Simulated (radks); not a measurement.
Task: Species: Te+. Configuration: [Kr] 4d10 5s2 5p3. All-electron calculation, Dirac Kohn-Sham, PBE, spin-unpolarised, spherical densities, point nucleus; open shells are shared between the two j in proportion to 2j + 1. Program: a radial shooting solver on a logarithmic mesh with Libxc functionals. Some entries of the table are withheld. Estimate them.

orbital,occ.,eigenvalue (Ry),<r> (bohr)
1s1/2,2,-2323.735,0.02781
2s1/2,2,-356.7925,(1)
2p1/2,2,-334.3172,0.1008
2p3/2,4,-314.1424,0.1064
3s1/2,2,-71.54063,(2)
3p1/2,2,-62.30266,0.3122
3p3/2,4,-58.54242,0.3236
3d3/2,4,-42.25396,0.2947
3d5/2,6,-41.46772,0.2983
4s1/2,2,-12.73656,0.7646
4p1/2,2,(3),(4)
4p3/2,4,(5),(6)
4d3/2,4,-3.78613,0.9635
4d5/2,6,-3.67815,0.9757
5s1/2,2,-1.72176,2.032
5p1/2,1,-1.05248,(7)
5p3/2,2,-0.98431,(8)

Result: 
(1) 2s1/2 <r> (bohr): 0.1194
(2) 3s1/2 <r> (bohr): 0.3218
(3) 4p1/2 eigenvalue (Ry): -9.56226
(4) 4p1/2 <r> (bohr): 0.8015
(5) 4p3/2 eigenvalue (Ry): -8.84839
(6) 4p3/2 <r> (bohr): 0.8301
(7) 5p1/2 <r> (bohr): 2.416
(8) 5p3/2 <r> (bohr): 2.514
